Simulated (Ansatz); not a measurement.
Ideal-gas functions of `[CH3][Mo](=[O])([F])=[S]` at 600 K and 1 bar, from an Ansatz frequency run at PBE0-D4/def2-TZVP.

Molar mass 178.04 g/mol, point group C1 (symmetry number 1), electronic degeneracy 1, moments of inertia 160.01, 224.607, 247.174 u Å². Harmonic wavenumbers (cm⁻¹, unscaled): 155, 168, 178, 197, 237, 288, 559, 587, 620, 698, 721, 1066, 1200, 1404, 1417, 3034, 3132, 3160.

Use S(trans) = R[1.5 ln M + 2.5 ln T − 1.1517]; rotational temperatures θ = 24.2544 K / I; S(rot) = R[ln(√π/σ · √(T³/θAθBθC)) + 1.5]; for each mode x = 1.438777 ν̃/T, S = R[x/(eˣ − 1) − ln(1 − e⁻ˣ)] and H = RT x/(eˣ − 1); 1 cm⁻¹ = 0.0119627 kJ/mol; R = 8.31446 J/(mol·K).

Problem. By hand: the entropy, in J/(mol·K).

Solution. Translation 188.0. Rotation: θ = 0.1516, 0.108, 0.0981 K, giving 123.8. Vibration, mode by mode: 16.59, 15.93, 15.46, 14.63, 13.12, 11.56, 6.47, 6.13, 5.74, 4.94, 4.73, 2.46, 1.91, 1.29, 1.26, 0.05, 0.04, 0.04, in all 122.3. Electronic 0.0. Sum 434.1 J/(mol·K).

Problem. By hand: H − E and G − E in kJ/mol, counted from the electronic energy.

Solution. Zero-point energy ½ × 18821 × 0.0119627 = 112.6; thermal vibration 37.0; translation, rotation and pV give 4 RT = 20.0. H − E = 169.6 kJ/mol, and G − E = 169.6 − 600 × 434.1/1000 = -90.9 kJ/mol.

Vibration gives 28 % of the entropy. The sum counts one conformer and one mirror image; others add a mixing term.
